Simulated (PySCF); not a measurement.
Cartesian coordinates in Å; atom numbers follow the order of the lines, from 1:
```xyz
32

Si    0.0576   -0.0233    0.6551
C    -0.1639   -0.1409    2.4947
C     0.7219   -1.2029    3.1426
H    -1.2299   -0.3450    2.6985
H     0.0392    0.8571    2.9210
H     0.5885   -1.2395    4.2350
H     0.4938   -2.2021    2.7413
H     1.7862   -1.0060    2.9409
O     1.6176    0.2892    0.2098
C     2.1599    1.5307   -0.1767
C     2.0653    1.7402   -1.6727
H     1.6531    2.3617    0.3473
H     3.2152    1.5421    0.1450
H     2.5532    2.6826   -1.9671
H     2.5579    0.9146   -2.2091
H     1.0110    1.7822   -1.9834
O    -0.8382    1.2062   -0.0188
C    -2.2450    1.2626   -0.0093
C    -2.7267    2.1416   -1.1400
H    -2.6745    0.2476   -0.1098
H    -2.5988    1.6653    0.9591
H    -3.8246    2.2186   -1.1374
H    -2.3055    3.1536   -1.0444
H    -2.4078    1.7303   -2.1096
O    -0.3739   -1.4967    0.0426
C    -0.1344   -1.9279   -1.2782
C     0.2356   -3.3929   -1.2802
H    -1.0439   -1.7617   -1.8848
H     0.6748   -1.3325   -1.7386
H     0.3930   -3.7557   -2.3074
H     1.1611   -3.5548   -0.7074
H    -0.5620   -3.9925   -0.8163
```

[PySCF 2.14: coordinates at the PBE0-D3(BJ)/def2-SVP level; shielding tensors at KT2/pcSseg-1 (GIAO); fast rotation and ring inversion assumed for equivalent nuclei; relativity neglected; a single conformation; in vacuum]

Chemical shifts δ = σref − σ; TMS for ¹³C (σ = 183.22 ppm) and ¹H (σ = 31.18 ppm) and ²⁹Si (σ = 361.05 ppm); ¹⁷O (σ = 330.66 ppm) vs H2O, all at this level.

| atoms | nucleus | count | δ (ppm) |
| --- | --- | --- | --- |
| H6/H7/H8 | ¹H | 3 | 1.00 |
| C10/C18/C26 | ¹³C | 3 | 61.4 |
| C3 | ¹³C | 1 | 8.9 |
| H4/H5 | ¹H | 2 | 0.48 |
| O9/O17/O25 | ¹⁷O | 3 | ? |
| C2 | ¹³C | 1 | 6.3 |
| H12/H13/H20/H21/H28/H29 | ¹H | 6 | ? |
| H14/H15/H16/H22/H23/H24/H30/H31/H32 | ¹H | 9 | 1.23 |
| C11/C19/C27 | ¹³C | 3 | 21.0 |
| Si1 | ²⁹Si | 1 | ? |

Question: Fill in the missing shifts.

Answer: 
- H12/H13/H20/H21/H28/H29: 3.91 ppm, hydrogen on a carbon bonded to C, O
- Si1: -40.0 ppm, silicon bonded to C, 3 O
- O9/O17/O25: 72.6 ppm, oxygen bonded to C, Si

Shifts are as computed. Against solution values, carbons near 30 ppm lie about +2 ppm off and those near 130 ppm about -5 ppm (rms about the fit 1.2 ppm; single classes can miss by 10 ppm). Of 1328 compounds with measured shifts, 309 miss one by over three times the rms of a fit or turn the order of signals round; such compounds aren't used in these exercises. Signals without a measured value on file couldn't be tested in this way. The averaged O atoms aren't alike in the static structure (σ from 250 to 267 ppm); the average presumes fast exchange among these sites. Experimental scales use liquid or dissolved standards, which lie at an offset from isolated H2O (liquid H2O: subtract about 36 ppm).
